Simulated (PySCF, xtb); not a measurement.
H₃O₃Ti, SMILES [OH][Ti+]([OH])[OH], charge +1, multiplicity 1.

GFN2-xTB in xtb at its own geometry gives an orbital gap of 2.77 eV.

The structure is a stationary point at PBE0-D3(BJ)/def2-SVP. The multiplicity is an assumed one; other spin states were not compared. The isomer is the one that the SMILES or the coordinates give; other isomers of the formula were not compared. The values are those of a single conformer.

### Question
What does PySCF with PBE/def2-TZVPD give? (The exact figures need the calculation; the answer reports its results.)

### Answer
gap 3.72 eV (levels -13.34 and -9.63 eV).
